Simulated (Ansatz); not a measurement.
Isolated molecules relaxed with PBE0-D4/def2-TZVP in Ansatz; ΔE leaves out vibrations. CCSD(T)/CBS adds triple-zeta CCSD(T) − MP2 to the extrapolated MP2 energy (def2 sets, frozen cores). This one scheme is used for every species. Functionals use def2-TZVPP. Each species was taken in one conformer, which may not be the lowest.

Consider the substitution at a C–S bond: `FC(F)(F)S` + `C=CS` → `C=CSC(F)(F)F` + H₂S.

`FC(F)(F)S`:

Z-matrix (Å, degrees):
```
C
F 1 1.333
F 1 1.333 2 106.9
F 1 1.331 2 108.2 3 -116.3
S 1 1.805 2 112.7 3 124.4
H 5 1.343 1 93.2 2 -60.6
```

`C=CS`:

```xyz
7

C    -0.915    0.352    0.585
C     0.012   -0.221   -0.172
S     1.652    0.376   -0.315
H    -0.714    1.239    1.175
H    -1.914   -0.063    0.630
H    -0.213   -1.108   -0.753
H     2.092   -0.573   -1.151
```

`C=CSC(F)(F)F`:

Cartesian coordinates in Å:
```
C -0.753 0.603 1.255
C -1.192 -0.356 0.452
S -0.465 -1.103 -0.949
C 1.117 -0.245 -1.100
F 1.906 -0.406 -0.039
F 1.738 -0.762 -2.159
F 0.986 1.067 -1.299
H -1.376 0.922 2.081
H 0.203 1.094 1.136
H -2.163 -0.814 0.621
```

H₂S:

```xyz
3

S    -0.178    0.582   -0.113
H     0.962    0.028    0.326
H    -0.783   -0.610   -0.213
```

| level | ΔE (kJ/mol) |
| --- | --- |
| PBE0-D4 | -4.0 |
| HF/CBS(def2) | 2.4 |

(1) What does CCSD(T)/CBS give? (An estimate is asked.)

Largest T1 diagnostic among the species: 0.013.

Results:

(1) Ansatz gave: -5.7 kJ/mol. The listed levels differ from it by 1.7, 8.1 kJ/mol.

In def2-TZVPP, CCSD(T) changes the Hartree–Fock value by −8.0 kJ/mol (the triples alone add −1.6 kJ/mol) and MP2 by −7.9 kJ/mol. The D4 term adds −5.5 kJ/mol with B3LYP and −3.2 kJ/mol with PBE0; it sums over pairs of atoms, weighted by their polarisabilities, and B3LYP, whose exchange is more repulsive, gets the larger term.

B3LYP here is the variant with VWN-RPA as its local correlation; programs differ in this.
